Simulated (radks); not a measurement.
Results of a calculation; reference values are marked as such.
Species: the niobium ion Nb3+. Configuration: [Kr] 4d2.

Code: a radial shooting solver on a logarithmic mesh with Libxc functionals. Model: scalar-relativistic Kohn-Sham, r2SCAN, spin-polarised, spherical densities, finite nucleus; open shells are filled with parallel spins first (spin-orbit coupling, left out, can overturn this in heavy ions); meta-GGA in the generalised Kohn-Sham scheme; Fermi nuclear charge, rms radius 4.324 fm.

Energy parts (eV):
| part | energy |
|---|---|
| total | -103907.177 |
| kinetic | 106991.275 |
| electron-nucleus | -249146.969 |
| Hartree | 41467.516 |
| exchange-correlation | -3218.999 |

Orbitals (lengths in bohr, moments of r in powers of bohr; <r^-3> diverges for s and p1/2):
orbital  occ.  eigenvalue (eV)  <r^-3>
1s down     1        -18881.92       -
1s up       1        -18881.90       -
2s up       1        -2680.205       -
2s down     1        -2679.861       -
2p up       3        -2394.032    2347
2p down     3        -2393.789    2347
3s up       1        -478.5468       -
3s down     1        -478.4320       -
3p up       3        -384.0772   385.2
3p down     3        -383.9284   384.9
3d up       5        -230.2211   50.44
3d down     5        -229.9369   50.42
4s up       1         -91.3496       -
4s down     1         -89.6432       -
4p up       3         -66.4396   53.06
4p down     3         -64.4629   54.43
4d up       2         -31.2224   4.219
4d down     0         -28.5615   4.453
5s up       0         -25.1613       -
5p up       0         -19.2722   8.789

The highest occupied level is 4d up at -31.222 eV. The electron density at the nucleus is 8.401e+04 e/bohr^3 (large components only). The density falls to 0.001 e/bohr^3 at r = 3.27 bohr. Summed over all electrons, <r^2> = 25.10 bohr^2, which gives a Langevin (diamagnetic) susceptibility term of -19.9 x 10^-6 cm^3/mol. Spin moment in Bohr magnetons: 2. The spin density at the nucleus is -2.268 e/bohr^3 (1s 0.023, 2s -0.640, 3s 0.532, 4s -2.183). For comparison, the ionisation energy in NIST's Atomic Spectra Database is 37.61 eV (measured). In exact Kohn-Sham theory the highest level is minus the ionisation energy, but local and semilocal functionals leave it too shallow, through self-interaction and a potential that decays too fast; potentials with the right tail come closer.
